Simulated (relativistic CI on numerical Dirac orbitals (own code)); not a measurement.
# Energy levels of Te27+

Method of calculation: Dirac-Coulomb-Breit CI, separate exchange-only KLI orbitals for each configuration, model QED, unscaled Slater integrals (own radial code, finite nucleus).

Configurations in the expansion (outside the closed core [Ne]): 3s2.3p6.3d7, 3s2.3p5.3d8, 3s2.3p4.3d9, 3s.3p6.3d8, 3p6.3d9, 3s.3p5.3d9, 3s2.3p6.3d6.4s, 3s2.3p6.3d6.4p, 3s2.3p6.3d6.4d, 3s2.3p4.3d8.4s, 3s2.3p6.3d6.4f, 3s2.3p5.3d7.4s, 3s2.3p4.3d8.4p, 3s2.3p5.3d7.4p, 3s2.3p6.3d5.4s2, 3s2.3p6.3d6.5s. Levels of other configurations are missing.

The lowest level is 3s2.3p6.3d7 4F_9/2, with 79 % of that term; Hund's rules for 3s2.3p6.3d7 give 4F with J = 9/2, in agreement.

| No. | Configuration | Term | J | E (10³ cm⁻¹) | % | Next component (%) | jj configuration (%) |
| --- | --- | --- | --- | --- | --- | --- | --- |
| 1 | 3s2.3p6.3d7 | 4F | 9/2 | 0.0 | 79 | 19 2G | 3d5/2^3 (89) |
| 2 | 3s2.3p6.3d7 | 2P | 3/2 | 61.1 | 45 | 24 2D | 3d5/2^3 (93) |
| 3 | 3s2.3p6.3d7 | 4F | 5/2 | 73.7 | 40 | 38 2D | 3d5/2^3 (73) |
| 4 | 3s2.3p6.3d7 | 4F | 7/2 | 78.8 | 94 | 6 2G | 3d3/2^3 3d5/2^4 (95) |
| 5 | 3s2.3p6.3d7 | 4F | 3/2 | 122.1 | 49 | 29 4P | 3d3/2^3 3d5/2^4 (89) |
| 6 | 3s2.3p6.3d7 | 2G | 9/2 | 128.3 | 52 | 29 2H | 3d3/2^3 3d5/2^4 (85) |
| 7 | 3s2.3p6.3d7 | 4P | 5/2 | 130.8 | 68 | 29 4F | 3d3/2^3 3d5/2^4 (78) |
| 8 | 3s2.3p6.3d7 | 4P | 1/2 | 147.5 | 57 | 42 2P | 3d3/2^3 3d5/2^4 (99) |
| 9 | 3s2.3p6.3d7 | 2H | 11/2 | 167.5 | 100 |  | 3d3/2^3 3d5/2^4 (100) |
| 10 | 3s2.3p6.3d7 | 2G | 7/2 | 177.8 | 78 | 19 2F | 3d3/2^3 3d5/2^4 (78) |
| 11 | 3s2.3p6.3d7 | 2D | 5/2 | 210.7 | 60 | 30 4F | 3d3/2^2 3d5/2^5 (80) |
| 12 | 3s2.3p6.3d7 | 4P | 3/2 | 214.9 | 42 | 27 4F | 3d3/2^2 3d5/2^5 (85) |
| 13 | 3s2.3p6.3d7 | 2F | 5/2 | 229.2 | 83 | 14 2D | 3d3/2^3 3d5/2^4 (83) |
| 14 | 3s2.3p6.3d7 | 2P | 1/2 | 242.9 | 57 | 42 4P | 3d3/2^2 3d5/2^5 (99) |
| 15 | 3s2.3p6.3d7 | 2H | 9/2 | 249.4 | 70 | 28 2G | 3d3/2^2 3d5/2^5 (96) |
| 16 | 3s2.3p6.3d7 | 2F | 7/2 | 282.9 | 81 | 16 2G | 3d3/2^2 3d5/2^5 (73) |
| 17 | 3s2.3p6.3d7 | 2D | 3/2 | 286.9 | 67 | 22 2P | 3d3/2^3 3d5/2^4 (62) |
| 18 | 3s2.3p6.3d7 | 2D | 3/2 | 367.9 | 81 | 7 4F | 3d3/2 3d5/2^6 (63) |
| 19 | 3s2.3p6.3d7 | 2D | 5/2 | 390.7 | 84 | 12 2F | 3d3/2^2 3d5/2^5 (90) |
| 20 | 3p5.3d8(3F) | 4G° | 11/2 | 1739.3 | 98 | 2 2H° | 3p3/2^3 3d5/2^4 (90) |
| 21 | 3p5.3d8(1D) | 2F° | 7/2 | 1801.2 | 66 | 22 4D° | 3p3/2^3 3d5/2^4 (87) |
| 22 | 3p5.3d8(1D) | 2D° | 5/2 | 1801.5 | 59 | 23 2F° | 3p3/2^3 3d5/2^4 (93) |
| 23 | 3p5.3d8(3F) | 4F° | 9/2 | 1838.3 | 51 | 42 4G° | 3p3/2^3 3d5/2^4 (55) |
| 24 | 3p5.3d8(3F) | 2G° | 9/2 | 1882.7 | 47 | 39 4G° | 3p3/2^3 3d3/2^3 3d5/2^5 (53) |
| 25 | 3p5.3d8(3P) | 2S° | 1/2 | 1889.0 | 58 | 21 4P° | 3p3/2^3 3d5/2^4 (75) |
| 26 | 3p5.3d8(3P) | 4D° | 7/2 | 1906.2 | 43 | 34 4F° | 3p3/2^3 3d3/2^3 3d5/2^5 (89) |
| 27 | 3p5.3d8(1D) | 2D° | 3/2 | 1913.8 | 52 | 34 4D° | 3p3/2^3 3d3/2^3 3d5/2^5 (53) |
| 28 | 3p5.3d8(3F) | 4D° | 5/2 | 1928.9 | 40 | 20 2F° | 3p3/2^3 3d3/2^3 3d5/2^5 (69) |
| 29 | 3p5.3d8(3P) | 4D° | 7/2 | 1935.7 | 63 | 23 4F° | 3p3/2^3 3d5/2^4 (53) |
| 30 | 3p5.3d8(3P) | 4P° | 5/2 | 1949.4 | 58 | 13 2F° | 3p3/2^3 3d3/2^3 3d5/2^5 (86) |
| 31 | 3p5.3d8(3P) | 4P° | 3/2 | 1973.7 | 44 | 27 2P° | 3p3/2^3 3d5/2^4 (56) |
| 32 | 3p5.3d8(3F) | 4F° | 5/2 | 1976.7 | 53 | 21 4D° | 3p3/2^3 3d3/2^3 3d5/2^5 (61) |
| 33 | 3p5.3d8(3F) | 4D° | 1/2 | 1988.4 | 44 | 39 2P° | 3p3/2^3 3d3/2^3 3d5/2^5 (81) |
| 34 | 3p5.3d8(3F) | 4F° | 3/2 | 1989.6 | 46 | 34 2D° | 3p3/2^3 3d3/2^3 3d5/2^5 (39) |
| 35 | 3p5.3d8(1G) | 2G° | 7/2 | 1991.2 | 66 | 21 2F° | 3p3/2^3 3d3/2^3 3d5/2^5 (69) |
| 36 | 3p5.3d8(1G) | 2H° | 11/2 | 2005.5 | 98 | 2 4G° | 3p3/2^3 3d3/2^3 3d5/2^5 (90) |
| 37 | 3p5.3d8(3P) | 4D° | 5/2 | 2032.4 | 50 | 32 2D° | 3p3/2^3 3d5/2^4 (52) |
| 38 | 3p5.3d8(1G) | 2G° | 9/2 | 2049.8 | 42 | 26 4F° | 3p3/2^3 3d3/2^3 3d5/2^5 (86) |
| 39 | 3p5.3d8(3F) | 4D° | 3/2 | 2056.3 | 56 | 15 2D° | 3p3/2^3 3d3/2^3 3d5/2^5 (49) |
| 40 | 3p5.3d8(3F) | 4D° | 1/2 | 2061.4 | 54 | 38 2P° | 3p3/2^3 3d3/2^2 3d5/2^6 (51) |
| 41 | 3p5.3d8(1D) | 2F° | 7/2 | 2062.0 | 61 | 18 4D° | 3p3/2^3 3d3/2^2 3d5/2^6 (37) |
| 42 | 3p5.3d8(3P) | 4S° | 3/2 | 2091.1 | 35 | 34 2P° | 3p3/2^3 3d3/2^3 3d5/2^5 (50) |
| 43 | 3p5.3d8(1G) | 2F° | 5/2 | 2124.0 | 37 | 24 2D° | 3p3/2^3 3d3/2^3 3d5/2^5 (63) |
| 44 | 3p5.3d8(3F) | 2G° | 7/2 | 2138.2 | 39 | 21 4G° | 3p3/2^3 3d3/2^3 3d5/2^5 (48) |
| 45 | 3p5.3d8(3P) | 2D° | 3/2 | 2142.8 | 35 | 19 2P° | 3p3/2^3 3d3/2^3 3d5/2^5 (49) |
| 46 | 3p5.3d8(1G) | 2F° | 5/2 | 2143.9 | 56 | 20 2D° | 3p3/2^3 3d3/2^3 3d5/2^5 (65) |
| 47 | 3p5.3d8(3P) | 2P° | 1/2 | 2154.6 | 50 | 38 4D° | 3p3/2^3 3d3/2^2 3d5/2^6 (45) |
| 48 | 3p5.3d8(1S) | 2P° | 3/2 | 2239.9 | 61 | 26 4D° | 3p3/2^3 3d3/2^2 3d5/2^6 (69) |
| 49 | 3p5.3d8(3F) | 4D° | 7/2 | 2365.0 | 46 | 25 2F° | 3p1/2 3p3/2^4 3d5/2^4 (87) |
| 50 | 3p5.3d8(3F) | 4F° | 5/2 | 2379.3 | 32 | 20 4G° | 3p1/2 3p3/2^4 3d3/2^3 3d5/2^5 (86) |
| 51 | 3p5.3d8(3P) | 4D° | 3/2 | 2396.8 | 28 | 22 2D° | 3p1/2 3p3/2^4 3d3/2^3 3d5/2^5 (94) |
| 52 | 3p5.3d8(3P) | 4P° | 1/2 | 2403.9 | 53 | 27 4D° | 3p1/2 3p3/2^4 3d3/2^3 3d5/2^5 (99) |
| 53 | 3p5.3d8(3F) | 2F° | 5/2 | 2404.4 | 43 | 29 4G° | 3p1/2 3p3/2^4 3d3/2^2 3d5/2^6 (88) |
| 54 | 3p5.3d8(3F) | 2G° | 7/2 | 2413.4 | 38 | 37 2F° | 3p1/2 3p3/2^4 3d3/2^3 3d5/2^5 (82) |
| 55 | 3p5.3d8(3F) | 2G° | 9/2 | 2426.4 | 46 | 37 2H° | 3p1/2 3p3/2^4 3d3/2^3 3d5/2^5 (76) |
| 56 | 3p5.3d8(1D) | 2D° | 3/2 | 2450.4 | 44 | 29 2P° | 3p1/2 3p3/2^4 3d5/2^4 (84) |
| 57 | 3p5.3d8(1D) | 2F° | 5/2 | 2477.7 | 54 | 40 2D° | 3p1/2 3p3/2^4 3d5/2^4 (82) |
| 58 | 3p5.3d8(3F) | 2G° | 9/2 | 2479.1 | 59 | 36 2H° | 3p1/2 3p3/2^4 3d5/2^4 (68) |
| 59 | 3p5.3d8(3P) | 2P° | 1/2 | 2534.1 | 60 | 29 4D° | 3p1/2 3p3/2^4 3d5/2^4 (48) |
| 60 | 3p5.3d8(3P) | 2D° | 5/2 | 2575.8 | 56 | 18 4D° | 3p1/2 3p3/2^4 3d3/2^3 3d5/2^5 (84) |
| 61 | 3p5.3d8(1G) | 2F° | 7/2 | 2593.6 | 55 | 39 2G° | 3p1/2 3p3/2^4 3d3/2^3 3d5/2^5 (91) |
| 62 | 3p5.3d8(3F) | 2D° | 3/2 | 2605.7 | 58 | 18 4F° | 3p1/2 3p3/2^4 3d3/2^2 3d5/2^6 (86) |
| 63 | 3p5.3d8(3P) | 2P° | 3/2 | 2632.8 | 59 | 17 2D° | 3p1/2 3p3/2^4 3d3/2^3 3d5/2^5 (79) |
| 64 | 3p5.3d8(1S) | 2P° | 1/2 | 2653.1 | 95 | 4 4D° | 3p1/2 3p3/2^4 3d3/2^2 3d5/2^6 (59) |
| 65 | 3s.3d8(3F) | 4F | 9/2 | 3360.7 | 96 | 4 2G | 3s 3d5/2^4 (93) |
| 66 | 3s.3d8(3F) | 4F | 7/2 | 3396.0 | 56 | 31 2F | 3s 3d5/2^4 (75) |
| 67 | 3s.3d8(1D) | 2D | 5/2 | 3424.4 | 38 | 38 4P | 3s 3d5/2^4 (89) |
| 68 | 3s.3d8(1D) | 2D | 3/2 | 3436.2 | 47 | 36 4F | 3s 3d5/2^4 (76) |
| 69 | 3s.3d8(3F) | 4F | 7/2 | 3460.6 | 43 | 40 2F | 3s 3d3/2^3 3d5/2^5 (79) |
| 70 | 3s.3d8(3F) | 4F | 5/2 | 3465.2 | 69 | 19 4P | 3s 3d3/2^3 3d5/2^5 (85) |

Energies count from the lowest computed level; ° marks odd parity. Percentages are summed over parent terms; the parents shown are those of the largest component, closed shells are left out there. Filled j subshells are mostly left out of the jj labels.

The mean weight of the leading LS term, summed over parents, in these 70 levels is 58 %, and that of the leading jj configuration (from the same eigenvectors) 75 %, so jj coupling describes them better and the LS labels are nominal.

At this charge energies of transitions that change n are usually good to better than 1 %, and those within a shell (Δn = 0) to a few per cent. Terms inside the open d or f shell come out 10 to 20 % too wide with unscaled integrals.

LS names give the leading component of a level, which can be under half, so a name can repeat, a term be missing and a line seem to break the LS rules.
